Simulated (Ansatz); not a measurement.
CH₄SSeSi, SMILES `C1S[SiH2][Se]1`, relaxed with RKS PBE0-D4/def2-TZVP in Ansatz 0.2.0 from a PBE-D4/def2-SVP geometry. The force threshold is 0.005 eV/Å; the program also tests the step.

Charge 0, multiplicity 1.

Start:

```xyz
8

C    -1.066    0.366    0.803
S     0.742    0.532    1.170
Si    1.070   -0.354   -0.779
Se   -1.217   -0.454   -1.016
H    -1.549    1.361    0.802
H    -1.548   -0.295    1.548
H     1.789    0.527   -1.766
H     1.780   -1.683   -0.762
```

(1) By how much does the energy fall, and how many steps does the optimiser take? (Estimate.)

(2) Which bonds change most? (An estimate is asked.)

(3) Give the relaxed structure. (Estimate.)

Answers

(1) Ansatz gave: 1.04 kcal/mol, in 5 steps.

(2) The calculation gave: S2–Si3 from 2.166 to 2.134 Å; Si3–Se4 from 2.302 to 2.273 Å; C1–S2 from 1.852 to 1.826 Å; C1–Se4 from 2.001 to 1.978 Å.

(3) Ansatz gave: 
```xyz
8

C    -1.055    0.363    0.797
S     0.729    0.519    1.149
Si    1.059   -0.351   -0.771
Se   -1.200   -0.449   -1.001
H    -1.528    1.343    0.792
H    -1.530   -0.287    1.529
H     1.766    0.523   -1.742
H     1.760   -1.661   -0.753
```
